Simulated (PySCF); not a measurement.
## Exercise with solution: chemical shift, span and skew from a shielding tensor

AlClH4O2Si, SMILES [OH][Al]([OH])[SiH2]Cl. Atoms are numbered in the order given.

```xyz
9

Si    -1.2958    -0.4121    -0.1810
Cl    -1.6559     1.6640    -0.2385
Al     1.1094    -0.6232     0.1581
O      1.7630    -2.1922     0.2650
O      2.1442     0.7284     0.2900
H     -1.8021    -0.9830    -1.4605
H     -2.1364    -0.9756     0.9123
H      2.6972    -2.3949     0.3956
H      1.8530     1.6472     0.2456
```

Coordinates come from a TPSSh-D3(BJ)/def2-SVP optimisation. The structure was generated by enumeration; whether it is a known compound was not checked. Other conformers were not sampled.

GIAO shieldings from PySCF with PBE/pcSseg-1, non-relativistic, no solvent. The symmetric part of the tensor of Si1 has the principal values 304.4, 326.4, 482.2 ppm. The same nucleus in TMS has σ = 335.4 ppm at this level (PySCF, at its B3LYP-D3(BJ)/def2-TZVP geometry). Without spin–orbit terms, shifts of atoms bonded to Cl or Br come out too high.

Q: Work out the isotropic shielding, the ²⁹Si shift against TMS, the span and the skew.

A: 
σ(iso) = (σ11 + σ22 + σ33)/3 = 371.0 ppm. δ = σ(ref) − σ(iso) = 335.4 − (371.0) = -35.6 ppm.
Span Ω = σ33 − σ11 = 177.8 ppm. Skew κ = 3(σ(iso) − σ22)/Ω = 0.75. Tumbling in solution averages the tensor to δ; in a static solid the shielding alone would spread this spin-1/2 line over Ω.
